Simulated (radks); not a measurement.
The numbers below are computed, except where a source is named.
Al11+, 2 electrons, occupied as [He].

Level of theory: Dirac Kohn-Sham, PBEsol, spin-unpolarised, spherical densities, finite nucleus; Fermi nuclear charge, rms radius 3.061 fm (a radial shooting solver on a logarithmic mesh with Libxc functionals).

Energy parts (eV):
| part | energy |
|---|---|
| total | -4378.609 |
| kinetic | 4396.379 |
| electron-nucleus | -9001.859 |
| Hartree | 430.383 |
| exchange-correlation | -203.512 |

Orbitals (lengths in bohr, moments of r in powers of bohr; r(max) is where P^2 peaks):
orbital	occ.	eigenvalue (eV)	r(max)	<r^2>
1s1/2	2	-2003.672	0.07811	0.01895

The highest occupied level is 1s1/2 at -2003.7 eV. For comparison, the ionisation energy in NIST's Atomic Spectra Database is 2086.0 eV (theoretical). In exact Kohn-Sham theory the highest level is minus the ionisation energy, but local and semilocal functionals leave it too shallow, through self-interaction and a potential that decays too fast; potentials with the right tail come closer.
